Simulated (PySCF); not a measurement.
Compound: Ge2H7P.
Atom-mapped SMILES: `[PH2:1][GeH2:2][GeH3:3]` (hydrogens: H4, H5 on P1; H6, H7 on Ge2; H8, H9, H10 on Ge3)

Level of theory: PySCF 2.14.0, PBE0-D3(BJ)/def2-SVP geometry optimisation, gas phase.

What internal coordinates does the optimisation give?

| bond | length (Å) | order |
| --- | --- | --- |
| P1–Ge2 | 2.335 | single |
| Ge2–Ge3 | 2.423 | single |
| P1–H4, P1–H5 | 1.430 | single |
| Ge2–H6, Ge2–H7 | 1.542 | single |
| Ge3–H8, Ge3–H9, Ge3–H10 | 1.541 | single |

Bonds in one row agree within 0.01 Å and their mean is given. Orders are formal, as drawn. A selection of angles:
| angle | degrees |
| --- | --- |
| Ge2–P1–H4 | 93.4 |
| H4–P1–H5 | 93.0 |
| P1–Ge2–Ge3 | 112.0 |
| P1–Ge2–H6 | 107.3 |
| Ge3–Ge2–H6 | 111.1 |
| H6–Ge2–H7 | 107.8 |
| Ge2–Ge3–H8 | 109.5 |
| Ge2–Ge3–H10 | 112.2 |
| H8–Ge3–H9 | 108.5 |
| H8–Ge3–H10 | 108.7 |

Ge3 (germanium bonded to Ge and 3 H) is tetrahedral (angles from 108.5° to 112.2°). Ge2 (germanium bonded to Ge, P and 2 H) is tetrahedral (angles from 107.3° to 112.0°). P1 (three-coordinate phosphorus) is pyramidal (angles 93.8°, 93.4° and 93.0°, sum 280.1°, 0.88 Å off the plane of its three neighbours).

Point group: near Cs, missed by 0.11 Å at most; the miss may be what the optimiser left on a soft mode. PBE0-D3(BJ)/def2-SVP frequencies: not computed here. One conformer, not necessarily the lowest (H–P1–Ge2–Ge3 -50° and 43°).
